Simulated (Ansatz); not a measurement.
Rh₅⁺, relaxed as a singlet with RKS r2SCAN-D4/def2-SVP in Ansatz, starting from the GFN1-xTB geometry. Force threshold 0.02 eV/Å.

In the def2 sets Rh takes a core potential; there is no spin–orbit coupling. The restricted singlet is unstable towards broken spin symmetry in Hartree–Fock (as tested in another run); at r2SCAN-D4/def2-SVP this wasn't settled. An occupied level of the charge 1 singlet lies above an empty one (by up to 0.19 eV), so this SCF solution is probably not the lowest. The relaxation made no stability test and no search for a lower SCF solution. No other spin state of charge 1 was run. Another isomer (singlet) lies 0.71 eV lower at PBE0-D4/def2-TZVP; other spin states weren't run for this one.

Start:

```xyz
5

Rh   -1.101   -0.856    1.479
Rh    1.101    0.855   -1.478
Rh    1.084   -0.838    0.326
Rh   -0.134    1.256    0.626
Rh   -0.951   -0.418   -0.953
```

(1) Estimate the energy that the relaxation releases and the steps that it takes.

(2) Does the start keep its bonding and symmetry?

(3) Predict the relaxed structure.

## Answers

(1) 0.01 eV, in 5 steps; 73 s on 4 threads of Arm Neoverse V1 on a shared host. The force fell under the threshold at step 4, but the optimiser went on. No frequencies were taken in this run, so the end may be a saddle point.

(2) By distances, no bond broke or formed. The bond that changes most is Rh2–Rh5, from 2.47 to 2.49 Å (atoms count from 1). Point group D3h at the start, C2v at the end, both within 0.05 Å.

(3) 
```tsv
atom	x (Å)	y (Å)	z (Å)
Rh1	-1.0939	-0.8533	1.5002
Rh2	1.1218	0.8659	-1.4722
Rh3	1.0783	-0.8534	0.3102
Rh4	-0.1532	1.2595	0.6144
Rh5	-0.9530	-0.4187	-0.9526
```
Bond lengths (bridged metal pairs left out): 9 × Rh–Rh 2.43 to 2.50 Å.
